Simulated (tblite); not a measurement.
Species: C5H9NSi.
Numbering: `[CH2:1]=[CH:2][Si@H:3]([NH2:4])[CH:5]1[CH:6]=[CH:7]1` (hydrogens: H8, H9 on C1; H10 on C2; H11 on Si3; H12, H13 on N4; H14 on C5; H15 on C6; H16 on C7)

Computed geometry: GFN2-xTB, gas phase.

Problem. Give the optimised bond lengths and angles.

Solution. 
| bond | length (bohr) |
| --- | --- |
| C1=C2 | 2.499 |
| C2–Si3 | 3.556 |
| Si3–N4 | 3.265 |
| Si3–C5 | 3.569 |
| C5–C6 | 2.857 |
| C6=C7 | 2.443 |
| C5–C7 | 2.859 |
| C1–H8 | 2.036 |
| C1–H9 | 2.042 |
| C2–H10 | 2.048 |
| Si3–H11 | 2.796 |
| N4–H12, N4–H13 | 1.903 |
| C5–H14 | 2.065 |
| C6–H15 | 2.006 |
| C7–H16 | 2.005 |

Bonds in one row agree within 0.02 bohr and their mean is given. A selection of angles:
| angle | degrees |
| --- | --- |
| C2–C1–H8 | 121.3 |
| C2–C1–H9 | 122.8 |
| H8–C1–H9 | 115.9 |
| C1–C2–Si3 | 125.6 |
| C1–C2–H10 | 118.1 |
| Si3–C2–H10 | 116.3 |
| C2–Si3–N4 | 107.7 |
| C2–Si3–C5 | 110.4 |
| C2–Si3–H11 | 108.3 |
| N4–Si3–C5 | 106.4 |
| N4–Si3–H11 | 115.0 |
| C5–Si3–H11 | 109.0 |
| Si3–N4–H12 | 118.3 |
| H12–N4–H13 | 109.8 |
| Si3–C5–C6 | 121.8 |
| Si3–C5–C7 | 121.6 |
| Si3–C5–H14 | 115.6 |
| C6–C5–C7 | 50.6 |
| C6–C5–H14 | 115.8 |
| C7–C5–H14 | 116.0 |
| C5–C6–C7 | 64.8 |
| C5–C6–H15 | 144.0 |
| C7–C6–H15 | 151.2 |
| C6–C7–H16 | 151.4 |
| C5–C7–C6 | 64.6 |
| C5–C7–H16 | 144.0 |

Torsions: C1–C2–Si3–N4 10° (synperiplanar); C2–Si3–C5–C6 -24° (synperiplanar); Si3–C5–C6–C7 107° (anticlinal); Si3–C5–C7–C6 -107° (anticlinal).

Of the pairs four or more bonds apart, N4···H8 is among the closest relative to their van der Waals radii: 2.80 Å, 102 % of the sum of Bondi's values. Si3 (SiH silicon) is distorted tetrahedral (angles from 106.4° to 115.0°). N4 (silicon-bound nitrogen) is pyramidal (angles 118.4°, 118.3° and 109.8°, sum 346.5°, 0.25 Å off the plane of its three neighbours). The 3-membered ring C5–C6–C7 has internal angles of 50.6° to 64.8°. The C–C distances run from 1.293 Å (C6=C7, drawn double) to 1.513 Å (C5–C7, drawn single), a spread of 0.220 Å.

Point group: C1 (no symmetry element, even within 0.4 Å). Its GFN2-xTB frequencies are all real (lowest 19 cm⁻¹). The numbers are those of one conformer (C1–C2–Si3–N4 10°, C2–Si3–N4–H -165° and 59°, C2–Si3–C5–C6 -24°). 2 starts were optimised and ended at 0.00 and 0.08 kcal/mol (GFN2-xTB); the lowest of these is shown.
